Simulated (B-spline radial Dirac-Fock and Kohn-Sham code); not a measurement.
## Dipole and non-dipole photoemission parameters of O 1s

System: atomic oxygen, [He] 2s2 2p4; threshold 543.1 eV (tabulated edge). Method: Dirac-Hartree-Slater photoionisation with a Latter tail; cross sections with all multipoles, angular parameters from the dipole term and its interference with E2. Computed with an atomic code on a B-spline grid.

For linearly polarised light dσ/dΩ = σ/(4π) [1 + β P₂(cos θ) + (δ + γ cos²θ) sin θ cos φ], with θ from the polarisation vector and φ the angle between the beam and the projection of the electron momentum on the plane normal to the polarisation.

```
hν (eV)  σ (kb)      β      γ
    621     396  2.000  0.046
    717     275  2.000  0.155
    794     215  2.000  0.223
    800     211  2.000  0.228
    816       ?      ?      ?
   1000     119  2.000  0.365
   1030     110  2.000  0.383
   1270    62.7  2.000  0.509
   3110    4.94  2.000  1.111
   3670    3.02  2.000  1.241
   3760    2.81  2.000  1.261
   5230    1.04  2.000  1.550
   5410   0.938  2.000  1.582
 5414.7   0.936  2.000  1.582
   6000   0.684  2.000  1.682
  11000   0.104  2.000  2.370
  11300  0.0955  2.000  2.405
  12000  0.0790  2.000  2.485
  13600  0.0531  2.000  2.659
```

Question: Give the values at 816 eV.

Answer: σ = 201 kb, β = 2.000, γ = 0.240. For an s subshell δ is negligible.
